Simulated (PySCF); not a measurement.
Spectra and structures to be paired. Level of theory: PySCF, TDDFT CAM-B3LYP/def2-SVPD, vertical, gas phase, core orbitals frozen in the response. Geometries: GFN2-xTB; one conformer of each isolated species. Triplets are in the Tamm–Dancoff approximation. Ions are computed without counter-ions or solvent.

A. `C=Nc1cccc(F)c1F`
B. `CC#C[SiH]1CCC1`
C. `C[Si+](C)[C@H](C#C)F`

Lowest singlet levels (six at most, fewer where fewer were computed) with oscillator strengths:

1. 340 nm (f 0.020); 286 nm (f 0.014); 229 nm (f 0.007); 218 nm (f 0.004); 213 nm (f 0.002); 189 nm (f 0.005); T1 3.28 eV
2. 212 nm (f 0.000); 203 nm (f 0.032); 199 nm (f 0.001); 174 nm (f 0.025); 173 nm (f 0.132); 173 nm (f 0.000); T1 4.96 eV
3. 294 nm (f 0.063); 242 nm (f 0.001); 209 nm (f 0.145); 202 nm (f 0.143); 197 nm (f 0.018); 187 nm (f 0.086); T1 3.35 eV

Question: Match each spectrum to its molecule.

Answer: 1 = C, 2 = B, 3 = A.
- A: S1 at 4.22 eV, HOMO→LUMO (76%), HOMO-2→LUMO (14%); Löwdin shares by element: HOMO carbon 40% or more, nitrogen 26% (atoms not listed hold the other 34%); LUMO carbon 45% or more, nitrogen 21% (atoms not listed hold the other 34%); HOMO -8.12 and LUMO -0.37 eV.
- B: S1 at 5.84 eV, HOMO-1→LUMO (72%); Löwdin shares by element: HOMO carbon 72% or more (atoms not listed hold the other 28%); LUMO carbon 39% or more, silicon 25% (atoms not listed hold the other 36%); HOMO -8.64 and LUMO 0.94 eV.
- C: S1 at 3.65 eV, HOMO→LUMO (93%); Löwdin shares by element: HOMO carbon 82% or more, silicon 5%; LUMO silicon 52%, carbon 32% or more (atoms not listed hold the other 16%); HOMO -13.58 and LUMO -6.90 eV.
